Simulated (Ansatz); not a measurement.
Reaction (redistribution): `[CH3][Ta](=[O])([F])[F]` + `[CH3][GeH]([NH2])[Cl]` → `[CH3][Ta]([NH2])(=[O])[F]` + `[CH3][GeH]([F])[Cl]`

Computed with Ansatz on PBE0-D4/def2-TZVP structures; ΔE is electronic, products minus reactants. CCSD(T)/CBS adds triple-zeta CCSD(T) − MP2 to the extrapolated MP2 energy (def2 sets, frozen cores). DFT in def2-TZVPP. Elements past krypton have def2 core potentials. For Ge, Ta outer-core shells are correlated without core-valence functions, which leaves a few kJ/mol of doubt a bond. Scalar relativity is left out up to krypton. Each species was taken in one conformer, which may not be the lowest.

`[CH3][Ta](=[O])([F])[F]`:

Z-matrix (Å, degrees):
```
C
Ta 1 2.142
H 1 1.094 2 110.2
H 1 1.095 2 111.2 3 120.8
H 1 1.094 2 110.2 3 -118.4
O 2 1.710 1 103.4 3 59.3
F 2 1.874 1 107.9 3 175.7
F 2 1.874 1 107.9 3 -57.0
```

`[CH3][GeH]([NH2])[Cl]`:

```xyz
10

C    -1.198    0.532    0.705
Ge    0.612    0.028    0.246
N     0.581   -1.239   -1.064
Cl    1.610    1.855   -0.415
H    -1.704    0.927   -0.178
H    -1.743   -0.338    1.072
H    -1.185    1.304    1.474
H     1.473   -0.508    1.396
H     1.489   -1.585   -1.341
H     0.066   -0.977   -1.894
```

`[CH3][Ta]([NH2])(=[O])[F]`:

Z-matrix (Å, degrees):
```
C
Ta 1 2.160
H 1 1.095 2 111.8
H 1 1.096 2 109.3 3 -119.8
H 1 1.093 2 111.5 3 121.5
N 2 1.967 1 106.8 3 -61.8
O 2 1.715 1 104.9 3 -174.5
F 2 1.891 1 108.3 3 63.9
H 6 1.011 2 124.7 1 75.7
H 6 1.009 2 125.0 1 -109.9
```

`[CH3][GeH]([F])[Cl]`:

```xyz
8

C    -0.705   -0.708    0.405
Ge    0.470    0.557   -0.450
F     1.878   -0.309   -0.979
Cl    1.176    1.982    0.987
H    -1.584   -0.194    0.795
H    -1.016   -1.466   -0.315
H    -0.174   -1.187    1.227
H    -0.045    1.326   -1.670
```

```
          level  ΔE (kJ/mol)
      r2SCAN-D4         27.4
        PBE0-D4         26.5
        ωB97M-V         25.6
       PBE-QIDH         25.4
      CAM-B3LYP         24.9
  CCSD/def2-SVP         22.4
 MP2/def2-TZVPP         23.4
CCSD/def2-TZVPP         23.3
```

Question: What does CCSD(T)/CBS give? (Estimate.)

Answer: Ansatz gave: +22.5 kJ/mol. The listed levels differ from it by 4.9, 4.0, 3.1, 2.9, 2.4, -0.1, 0.9, 0.8 kJ/mol.

Question: What do rigid-rotor, harmonic-oscillator terms from PBE0-D4/def2-TZVP frequencies (298.15 K, 1 bar) make of the CCSD(T)/CBS value? (An estimate is asked.)

Answer: Ansatz gave: ΔZPE = -1.5 kJ/mol, ΔH = +20.9 kJ/mol, ΔS = -1 J/(mol·K), ΔG = +21.3 kJ/mol.

Largest T1 diagnostic among the species: 0.020.

Leaving LDA and LC-ωPBE aside and taking each functional with its dispersion term where it has one, the values, not all of them listed here, spread over 6.1 kJ/mol, from BHLYP-D4 to revPBE-D4.
